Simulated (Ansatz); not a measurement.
1-butyl-3-methylimidazolium bromide (C₈H₁₅BrN₂) was relaxed with PBE-D4 (def2-SVP) in Ansatz in these states: charge -1 doublet, neutral singlet. The geometries follow in no particular order.

A:

```
atom   x (Å)   y (Å)   z (Å)
  C1  -1.942   2.983  -0.924
  C2  -1.268   1.643  -1.223
  C3  -1.859   0.482  -0.417
  C4  -1.231  -0.882  -0.694
  N5   0.202  -0.933  -0.400
  C6   1.101  -1.820  -0.985
  C7   2.231  -1.831  -0.212
  N8   2.021  -0.947   0.843
  C9   2.819  -0.845   2.050
 C10   0.725  -0.516   0.792
 H11  -3.027   2.951  -1.157
 H12  -1.497   3.808  -1.517
 H13  -1.845   3.252   0.149
 H14  -1.351   1.413  -2.309
 H15  -0.177   1.719  -1.020
 H16  -1.805   0.685   0.676
 H17  -2.944   0.386  -0.634
 H18  -1.708  -1.651  -0.045
 H19  -1.352  -1.167  -1.759
 H20   0.864  -2.354  -1.909
 H21   3.174  -2.373  -0.333
 H22   2.950   0.217   2.339
 H23   3.813  -1.293   1.871
 H24   2.283  -1.383   2.865
 H25   0.361   0.349   1.352
Br26  -0.539  -1.896   2.600
```

B:

```xyz
26

C    -0.763    1.857    3.230
C    -1.193    0.945    2.081
C    -0.251   -0.245    1.862
C    -0.603   -1.123    0.665
N    -0.618   -0.351   -0.592
C    -1.105   -0.984   -1.747
C    -0.305   -0.675   -2.805
N     0.713    0.180   -2.378
C     2.056    0.075   -2.940
C     0.572    0.333   -0.974
H    -0.718    1.305    4.194
H    -1.457    2.714    3.369
H     0.251    2.275    3.050
H    -2.226    0.569    2.264
H    -1.252    1.526    1.135
H     0.792    0.117    1.722
H    -0.230   -0.887    2.771
H     0.147   -1.950    0.559
H    -1.618   -1.564    0.796
H    -1.991   -1.630   -1.710
H    -0.374   -1.002   -3.849
H     2.640    0.982   -2.672
H     1.991    0.023   -4.048
H     2.564   -0.838   -2.533
H     0.773    1.340   -0.543
Br    2.205   -2.992   -0.907
```

**Question.** Judge from the bond lengths which geometry belongs to which state (an estimate).

**Answer.** A is the neutral singlet (N5–C10 1.367 Å, N8–C10 1.366 Å, C10–H25 1.093 Å); B is the charge -1 doublet (N5–C10 1.425 Å, N8–C10 1.420 Å, C10–H25 1.113 Å).

At PBE-D4/def2-SVP the highest occupied level of the relaxed charge -1 doublet lies above zero (up to 1.75 eV). By energy differences, losing it releases 0.12 eV (each at its own geometry, to the charge 0 singlet, at PBE0-D4/def2-TZVP). The charge -1 doublet has come apart into loosely held pieces.
